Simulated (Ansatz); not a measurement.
C3H7NSi can be A, `C=C[SiH2]C=N`, or B, `CC[SiH2]C#N`.

Computed with Ansatz on PBE0-D4/def2-TZVP structures; ΔE is electronic, products minus reactants. CCSD(T)/CBS is the MP2 limit (def2-TZVPP, def2-QZVPP) plus CCSD(T) − MP2 in def2-TZVPP, frozen cores. DFT in def2-TZVPP. B3LYP here is the variant with VWN-RPA as its local correlation; programs differ in this. One conformer a species, not always the lowest.

**Question.** Which isomer does CCSD(T)/CBS put lower? Give the gap. (Best estimate.)

**Answer.** The calculation gave: B, by 34.3 kcal/mol.

**Question.** Give E(B) − E(A) in kcal/mol with ωB97M-V, r2SCAN-D4, B3LYP, HF/def2-TZVPP, B3LYP-D4, MP2/def2-TZVPP, CCSD/def2-TZVPP. (Best estimate.)

**Answer.** Computed: ωB97M-V -34.2, r2SCAN-D4 -33.1, B3LYP -32.0, HF/def2-TZVPP -35.9, B3LYP-D4 -31.7, MP2/def2-TZVPP -40.0, CCSD/def2-TZVPP -36.0. None reverses the order clearly.

Largest T1 diagnostic: 0.012.

From PBE to PBE0 (25 % exact exchange), in def2-TZVPP and without D4, E(B) − E(A) moves by −1.4 kcal/mol.
